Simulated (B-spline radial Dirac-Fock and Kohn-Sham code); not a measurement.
# Elastic and transport cross sections of europium for electrons

Calculated with a radial finite-basis atomic code, using relativistic (Dirac) partial waves in the static field of the Dirac-Fock atom with Furness-McCarthy exchange, without polarisation or absorption potentials. σ_tr1 and σ_tr2 weight the cross section with 1 − P₁ and 1 − P₂ of cos θ; "backward" is the share scattered beyond 90°.

| energy (eV) | σ (a₀²) | σ_tr1 (a₀²) | σ_tr2 (a₀²) | σ/σ_tr1 | backward (%) |
| --- | --- | --- | --- | --- | --- |
| 8360 | 3.71 | 0.158 | 0.264 | 23.4 | 1.2 |
| 10000 | 3.33 | 0.122 | 0.211 | 27.3 | 1.0 |
| 11100 | 3.12 | 0.104 | 0.185 | 29.9 | 0.89 |
| 12600 | 2.88 | 0.0863 | 0.157 | 33.4 | 0.77 |
| 13700 | 2.74 | 0.0761 | 0.141 | 36.0 | 0.69 |
| 19800 | 2.17 | 0.0434 | 0.0856 | 49.9 | 0.44 |
| 20000 | 2.15 | 0.0428 | 0.0845 | 50.3 | 0.43 |
| 21200 | 2.07 | 0.0391 | 0.0779 | 53.0 | 0.40 |
| 30000 | 1.65 | 0.0228 | 0.0478 | 72.3 | 0.26 |
| 30200 | 1.64 | 0.0226 | 0.0473 | 72.7 | 0.25 |
| 35000 | 1.49 | 0.0179 | 0.0383 | 83.0 | 0.21 |
| 36200 | 1.46 | 0.0170 | 0.0364 | 85.6 | 0.20 |
| 38100 | 1.41 | 0.0157 | 0.0338 | 89.6 | 0.19 |
| 39800 | 1.37 | 0.0147 | 0.0317 | 93.2 | 0.18 |
| 42800 | 1.30 | 0.0131 | 0.0285 | 99.6 | 0.16 |
| 44700 | 1.26 | 0.0122 | 0.0268 | 104 | 0.15 |
| 50000 | ? | ? | ? | ? | ? |
| 54800 | 1.10 | 0.00885 | 0.0198 | 125 | 0.12 |
| 68000 | 0.957 | 0.00628 | 0.0144 | 152 | 0.089 |
| 87500 | 0.812 | 0.00421 | 0.00984 | 193 | 0.064 |
| 100000 | 0.746 | 0.00341 | 0.00805 | 219 | 0.053 |
| 200000 | 0.499 | 0.00115 | 0.00284 | 435 | 0.020 |
| 300000 | 0.410 | 0.000614 | 0.00155 | 669 | 0.011 |

Q: Fill in the row for 50 keV.

A: σ = 1.17 a₀², σ_tr1 = 0.0102 a₀², σ_tr2 = 0.0227 a₀², σ/σ_tr1 = 115, backward 0.13 %. The ratio σ/σ_tr1 is roughly the number of elastic collisions that randomise the direction.
